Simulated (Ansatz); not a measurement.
`[SiH3][In]([SiH3])[SiH3]`. Charge 0, multiplicity 1. In takes the def2 core potential. The geometry is a stationary point of PBE0-D4/def2-TZVP.

```xyz
13

Si    1.424    1.621   -1.422
In    0.063   -0.017    0.042
Si   -1.235    0.868    2.093
Si   -0.131   -2.503   -0.633
H     2.548    0.954   -2.135
H     0.518    2.200   -2.457
H     1.987    2.754   -0.636
H    -1.415   -0.170    3.147
H    -0.579    2.049    2.720
H    -2.595    1.295    1.649
H    -0.343   -3.398    0.539
H    -1.309   -2.661   -1.535
H     1.067   -2.991   -1.372
```

Task: What is the dipole moment at B3LYP/def2-TZVPP? (Estimate.)

Result: The calculation gave: 0.22 D, with components (0.18, -0.05, 0.12) D in this frame, pointing from negative to positive charge.

Task: And with PBE, r2SCAN, ωB97M-V? (Best estimate.)

Result: Ansatz gave: PBE 0.17 D, r2SCAN 0.18 D, ωB97M-V 0.23 D.

Task: Give the Mulliken charges with B3LYP, ωB97M-V, PBE in def2-TZVPP. (Best estimate.)

Result: Computed: 
| atom | B3LYP | ωB97M-V | PBE |
| --- | --- | --- | --- |
| Si1 | 0.02 | -0.03 | -0.05 |
| In2 | 0.44 | 0.23 | 0.50 |
| Si3 | 0.02 | -0.03 | -0.05 |
| Si4 | 0.02 | -0.03 | -0.05 |
| H5 | -0.05 | -0.02 | -0.04 |
| H6 | -0.06 | -0.02 | -0.04 |
| H7 | -0.05 | -0.02 | -0.04 |
| H8 | -0.05 | -0.02 | -0.04 |
| H9 | -0.05 | -0.02 | -0.04 |
| H10 | -0.06 | -0.02 | -0.04 |
| H11 | -0.05 | -0.02 | -0.04 |
| H12 | -0.06 | -0.02 | -0.04 |
| H13 | -0.05 | -0.02 | -0.04 |

B3LYP here is the variant with VWN-RPA as its local correlation; programs differ in this.
